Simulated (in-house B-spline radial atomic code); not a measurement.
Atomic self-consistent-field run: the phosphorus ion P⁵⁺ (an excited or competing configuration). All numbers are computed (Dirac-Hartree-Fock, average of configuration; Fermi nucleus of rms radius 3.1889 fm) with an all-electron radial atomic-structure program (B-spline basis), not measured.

Command:
```bash
python run_scf.py task.json out
```
Settings (nuclear radius in fm, mass in u):
```
Z                15
configuration    [He] 2s1 2p6 4p1
hamiltonian      dirac
method           hf
spin_polarised   False
nucleus          fermi
rms_radius       3.1889
atomic_mass      30.97376
speed_of_light   137.035999084
```

Output (hartree, bohr):
```
 radial grid: 69 intervals, B-splines of order 8, outer radius 18.2456 bohr

 iter        energy (Eh)    residual
    1       -320.1199031    6.93e-01
    2       -326.0403057    1.98e-01
    3       -326.3223551    7.87e-02
    4       -326.3678395    3.12e-02
    5       -326.3758165    6.27e-03
    6       -326.3762189    5.24e-05
    7       -326.3762189    1.86e-06
    8       -326.3762189    1.23e-08

 total energy                     -326.376219
 kinetic                            327.97929
 electron-nucleus                  -743.11526
 electron-electron                   88.75975

 first-order corrections (not in the total)
   Gaunt                            0.07219
   retardation                     -0.00519
   frequency dependence            -0.00006
   self-energy                      0.04690
   Uehling                         -0.00300
   Wichmann-Kroll                   0.00001
   recoil                           0.00478

 orbital      occ     eigenvalue          <r>       <r^2>       <1/r>       r_max    small
 1s1/2      2.000      -84.60516     0.103441   0.0144056     14.6571     0.06768  2.84e-03
 2s1/2      1.000      -11.51907     0.499171    0.294626     2.93703       0.411  4.52e-04
 2p1/2      2.000       -9.27736     0.460893    0.262917     2.81728      0.3459  4.22e-04
 2p3/2      4.000       -9.23933     0.462785    0.264922     2.80162      0.3474  4.20e-04
 4p1/2      0.333       -1.37625      3.12898     11.0731    0.449354       3.117  4.27e-05
 4p3/2      0.667       -1.37442      3.13338     11.1039    0.448449       3.122  4.26e-05
```

Time taken, with all properties: 0.53 s on 1 thread of Arm Neoverse V2 (shared host).

For the Dirac Hamiltonian the kinetic term is c α·p + (β - 1)c².
